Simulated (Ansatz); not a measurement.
Mo(NH)2Cl2 (MoN2Cl2H2). The state is a triplet with charge 0. Geometry PBE-D4/def2-SVP, that of the neutral singlet.

```xyz
7

Mo   -0.314   -0.372    0.065
N     0.820   -0.225   -1.236
H     1.568    0.249   -1.757
N    -0.160    1.007    1.103
H     0.253    1.905    1.383
Cl    0.256   -2.231    1.282
Cl   -2.423   -0.333   -0.839
```

In the def2 sets Mo takes a core potential; there is no spin–orbit coupling. At PBE0-D4/def2-TZVP a singlet of charge 0 lies 3.19 eV below the triplet at the same geometry.

Problem. Estimate the α-spin orbital energies around the gap (eV) in Ansatz with PBE-D4/def2-TZVP, r2SCAN-D4/def2-TZVP, PBE0-D4/def2-TZVP.

Solution. 
```tsv
orbital	PBE-D4/def2-TZVP	r2SCAN-D4/def2-TZVP	PBE0-D4/def2-TZVP
HOMO−5	-8.21	-8.56	-9.63
HOMO−4	-8.06	-8.43	-9.52
HOMO−3	-7.73	-8.14	-9.14
HOMO−2	-7.51	-7.81	-8.77
HOMO−1	-7.41	-7.74	-8.77
HOMO	-3.61	-3.99	-5.22
LUMO	-2.91	-2.99	-2.21
LUMO+1	-2.64	-2.66	-1.93
LUMO+2	-2.30	-2.21	-1.46
LUMO+3	-1.33	-1.23	-0.59
LUMO+4	-0.62	-0.02	0.00
LUMO+5	0.31	1.04	0.88
β HOMO	-7.22	-7.53	-8.44
β LUMO	-6.83	-6.73	-6.04
```
